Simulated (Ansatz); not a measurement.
`B[SiH](O)F` + H–F → `O[SiH](F)F` + BH₃ at 400 K and 1 bar (cleavage of the Si–B bond).

Calculated with Ansatz (gas phase, PBE0-D4/def2-TZVP geometries, no zero-point term in ΔE). CCSD(T)/CBS adds triple-zeta CCSD(T) − MP2 to the extrapolated MP2 energy (def2 sets, frozen cores). This one scheme is used for every species. One conformer a species, not always the lowest.

```csv
species,CCSD(T)/CBS energy (Eh),H − E (kJ/mol),S (J/(mol·K))
`B[SiH](O)F`,-491.32150,149.9,349.5
H–F,-100.39570,36.5,182.2
`O[SiH](F)F`,-565.23707,100.0,320.8
BH₃,-26.55200,82.6,199.4
```

H − E and S are ideal-gas, rigid-rotor, harmonic terms from PBE0-D4/def2-TZVP, for one conformer and one mirror image of each species. 1 Eh = 2625.50 kJ/mol, R = 8.31446 J/(mol·K).

Q: By hand: ΔE, ΔH, ΔS and ΔG.

A: ΔE = (-565.23707) + (-26.55200) − (-491.32150) − (-100.39570) = -0.07187 Eh = -188.7 kJ/mol. Δ(H − E) = 100.0 + 82.6 − 149.9 − 36.5 = -3.8, so ΔH = -192.5 kJ/mol. ΔS = 320.8 + 199.4 − 349.5 − 182.2 = -11.5 J/(mol·K). ΔG = -192.5 − 400 × (-11.5)/1000 = -187.9 kJ/mol.

Q: By hand: the equilibrium constant, and the temperature at which ΔG would vanish if ΔH and ΔS stayed fixed.

A: log₁₀ K = −ΔG/(RT ln 10) = 24.5. ΔG = 0 at ΔH/ΔS = 16739 K, far beyond where these terms or the molecules hold.

The number of gas molecules stays the same, so ΔS is small and ΔH decides. A doubt of 5 kJ/mol in ΔE shifts log₁₀ K by 0.7 here. Other conformers and mirror images would add mixing entropy, several J/(mol·K) or more a flexible species. These are equilibria of isolated gas molecules and say nothing of rates. Largest T1 diagnostic: 0.012 (customary marks: 0.02 for closed shells, 0.045 for open ones).
